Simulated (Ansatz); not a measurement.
Other settings, tried on the cluster Ti₃F₂ (the lowest singlet isomer of a short search).

```yaml
crystal:
  periodic: [false, false, false]
  atoms:
    - {symbol: Ti, position_ang: [-0.914319, -0.645050, 0.994573]}
    - {symbol: Ti, position_ang: [1.367636, 0.390912, -0.425527]}
    - {symbol: Ti, position_ang: [0.962750, -0.521553, 1.178892]}
    - {symbol: F, position_ang: [-2.555124, -0.446181, 0.266531]}
    - {symbol: F, position_ang: [1.139046, 1.221862, -2.014468]}
basis:
  gaussian: {orbitals: def2-mTZVPP}
magnetization: {spin_polarized: true, initial_magnetization: 0}
hamiltonian: {xc: {name: BLYP}, dispersion: d3bj}
scf: {omitted_lower_state_checks: [starts]}
output: {forces: true}
```

```sh
$ ansatz run in.yaml --threads 4 --pin off --events-out ev --progress --plain --max-ram 4787MiB
```

Output, abridged:

```
Functional definition: BLYP
1330 factors; their error is unknown
mean field evaluation 1: about -74701.4425 eV, gradient 1.8e2 eV
mean field evaluation 2: about -73865.6671 eV, gradient 3.4e2 eV
mean field evaluation 4: about -74602.6005 eV, gradient 2.4e2 eV
mean field evaluation 8: about -74715.2651 eV, gradient 1.2e2 eV
mean field evaluation 16: about -74782.6911 eV, gradient 4.2e-4 eV
mean field -74782.69106097 eV, -2748.2132069622 hartree, gradient 4.9e-6 eV, S^2 0.000000; 0 other end points of the search recorded, 0 dependent functions left out
reference -74782.69140639 eV, -2748.2132196561 hartree; 42, 42 occupied and 105, 105 virtual orbitals, 1330 factors
Total energy: -74783.04820759 eV, -2748.2263318583 hartree
Atom 0 at    -0.914319    -0.645050     0.994573 Å, force    -0.635047    -0.400462     0.602985 eV/Å
Atom 1 at     1.367636     0.390912    -0.425527 Å, force     0.829690     0.282021    -0.341195 eV/Å
Atom 2 at     0.962750    -0.521553     1.178892 Å, force     1.086794    -0.577964     1.310302 eV/Å
Atom 3 at    -2.555124    -0.446181     0.266531 Å, force    -1.041549     0.175924    -0.554750 eV/Å
Atom 4 at     1.139046     1.221862    -2.014468 Å, force    -0.239888     0.520481    -1.017341 eV/Å
Dipole moment:     0.582702    -0.326618     0.732202 e Å
Checks for a lower state left out: starts
```

It took 12 s on 4 threads of Arm Neoverse V1 on a shared host.
